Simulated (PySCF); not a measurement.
CH₉ClOSi₃, SMILES [SiH2](O)[SiH2][Si@@H](C)Cl.

Coordinates come from a PBE0-D3(BJ)/def2-SVP optimisation. The structure was generated by enumeration; whether it is a known compound was not checked. The values are those of a single conformer.

Two levels are set side by side: TDA-PBE/def2-SVPD (PySCF) and TDA-PBE0/def2-SVPD (PySCF). Vertical, same geometry. The lowest singlet is HOMO→LUMO 90 % with PBE and HOMO→LUMO 82 % with the other functional; states are paired by order. Differences are taken from unrounded values.

```json
[
 {"quantity": "lowest singlet excitation (eV)", "TDA-PBE0": "6.06", "TDA-PBE": "5.47", "TDA-PBE minus TDA-PBE0": "-0.59"},
 {"quantity": "lowest triplet excitation (TDA) (eV)", "TDA-PBE0": "5.33", "TDA-PBE": "4.95", "TDA-PBE minus TDA-PBE0": "-0.38"}
]
```

A lower first singlet is the usual sign of a functional without exact exchange. Differences between two approximate levels are no errors against the true value.

Rough cost on one machine, each run with all the roots and properties that it gave: TDA-PBE0 against TDA-PBE about 3 times.
